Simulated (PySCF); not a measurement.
BrClH₃NSi, SMILES N[SiH](Cl)Br. The structure is a stationary point at PBE-D3(BJ)/def2-SVP. This is a generated structure with no PubChem entry under its InChIKey; it may be hypothetical. One conformer was computed; it need not be the lowest.

Computed equilibrium geometry at PBE-D3(BJ)/def2-SVP (PySCF confirms it by a frequency run) as bond lengths and angles (one conformer of several):
Atoms: Si1 N2 Cl3 Br4 H5 H6 H7. Bonds (Å): Si1–N2 1.721, Si1–Cl3 2.090, Si1–Br4 2.232, Si1–H5 1.491, N2–H6 1.024, N2–H7 1.024. Bond angles (°): N2–Si1–Cl3 115.4, N2–Si1–Br4 107.0, N2–Si1–H5 109.5, Cl3–Si1–Br4 107.3, Cl3–Si1–H5 106.8, Br4–Si1–H5 110.9, Si1–N2–H6 118.5, Si1–N2–H7 119.0, H6–N2–H7 111.0.
Charge 0, spin multiplicity 1.
